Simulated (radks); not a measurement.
Task: The mean radii <r> (bohr) of the occupied orbitals of an atom or ion are listed with their occupations. All-electron calculation, Dirac Kohn-Sham, PBEsol, spin-unpolarised, spherical densities, point nucleus. Program: a radial shooting solver on a logarithmic mesh with Libxc functionals.

| orbital | occ. | <r> |
|---|---|---|
| 1s1/2 | 2 | 0.02275 |
| 2s1/2 | 2 | 0.09651 |
| 2p1/2 | 2 | 0.08074 |
| 2p3/2 | 4 | 0.08737 |
| 3s1/2 | 2 | 0.2547 |
| 3p1/2 | 2 | 0.2443 |
| 3p3/2 | 4 | 0.2570 |
| 3d3/2 | 4 | 0.2287 |
| 3d5/2 | 6 | 0.2326 |
| 4s1/2 | 2 | 0.5794 |
| 4p1/2 | 2 | 0.5935 |
| 4p3/2 | 4 | 0.6226 |
| 4d3/2 | 4 | 0.6654 |
| 4d5/2 | 6 | 0.6759 |
| 5s1/2 | 2 | 1.409 |
| 5p1/2 | 2 | 1.585 |
| 5p3/2 | 4 | 1.676 |
| 4f5/2 | 6 | 0.9879 |

Name the element and its charge. Open shells, if any, fill j = l - 1/2 first.

Result: Z = 62, samarium, charge +2: Sm2+ in [Xe] 4f6. The 1s radius gives Z: for a bare nucleus <r> = (2 gamma + 1)/(2Z) with gamma = sqrt(1 - (Z/c)^2), 0.02245 bohr for Z = 62, and screening makes it slightly larger (0.02275 here). The occupations add up to 60, and the charge is Z minus that.
